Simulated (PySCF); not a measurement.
Species: C3H9NO2Si2.
Z-matrix (Å and degrees, PBE0-D3(BJ)/def2-SVP geometry), rows numbered from 1:
```
N 
C   1  1.3537
O   2  1.2197  1  124.46
Si  2  1.9106  1  116.57  3   178.52
C   4  1.8907  2  112.81  1  -112.73
C   5  1.5456  4  106.81  2   142.74
Si  6  1.8949  5  107.15  4   -33.32
O   7  1.6851  6  100.15  5    27.04
H   1  1.0143  2  119.90  3     1.63
H   1  1.0121  2  120.18  3   178.33
H   4  1.4901  2  108.99  1   118.85
H   5  1.1034  4  107.15  2    24.28
H   5  1.1011  4  113.49  2   -92.78
H   6  1.1041  5  110.17  4    83.24
H   6  1.1019  5  112.30  4  -158.40
H   7  1.4914  6  113.99  5   145.13
H   7  1.4948  6  113.46  5   -89.63
```

Linear response at CAM-B3LYP/def2-SVPD (PySCF, frozen core in the response, non-relativistic).

Static isotropic polarisability: 96.73 au (14.33 Å³), principal values 81.3, 98.6, 110.3 au.

Task: What is the polarisability at 1064 nm and at the sodium D line?

Result: 97.57 au at 1064 nm (+0.9 %), 99.56 au at 589.3 nm (+2.9 %). The rise at 589.3 nm is 3.36 times that at 1064 nm; a pure ω² law gives 3.26. The lowest singlet lies at 256 nm, shorter than both wavelengths.

Task: What is the isotropic C6 coefficient between two such molecules, C6 = (3/π)∫α(iω)² dω?

Result: 3720 au (Eh·bohr⁶) by a ten-point quadrature over imaginary frequencies, which is 2220 eV·Å⁶ or 214 J·nm⁶/mol.

Task: Which effective excitation energy ω̄ makes London's formula C6 = (3/4)α²ω̄ exact here?

Result: ω̄ = 4·C6/(3α²) = 0.530 Eh = 14.4 eV. A one-pole form α(ω) = α/(1 − ω²/ω̄²) fitted to the 1064 nm value gives 12.5 eV. London's choice of the ionisation energy (9.17 eV, ΔSCF at the same level) gives C6 = 2360 au, 36 % too low.

Task: How anisotropic is the static polarisability, by Δα² = ½[(α1 − α2)² + (α2 − α3)² + (α3 − α1)²]?

Result: Δα = 25.3 au, or 0.26 of the isotropic value.

Task: What molar refraction at the D line follows from R = (4π/3)·N_A·α′, with α′ the polarisability volume?

Result: α′ = 14.75 Å³ gives R = 37.22 cm³/mol, for isolated, non-vibrating species.

Task: How many electrons N does the Slater–Kirkwood formula C6 = (3/4)·√N·α^(3/2) need to give this C6?

Result: N = (4·C6/3)²/α³ = 27.2; the species has 78 electrons in all.

Task: The lowest 10 singlets have (eV, f): 4.84, 0.003; 6.49, 0.005; 6.97, 0.029; 7.23, 0.082; 7.36, 0.008; 7.42, 0.010; 7.50, 0.046; 7.63, 0.085; 7.67, 0.021; 7.87, 0.016. What share of the static polarisability do they carry in the sum over states α = Σ f/ω²?

Result: 4.16 au, 4.3 % of α; the largest term, 1.16 au, is that of the state at 7.23 eV. Their oscillator strengths add up to 0.30. Higher states carry the rest.

Task: What three-body coefficient follows from the one-pole estimate C9 = (3/4)·α·C6?

Result: 270000 au. This is an estimate from the two numbers above, not a computed integral.

Hardware: one thread of an Arm Neoverse V2, shared host. Cost: 5.0 min wall, 1.4 GiB resident at most. This is the whole response run at CAM-B3LYP/def2-SVPD, SCF included.

One conformer stands for the species.
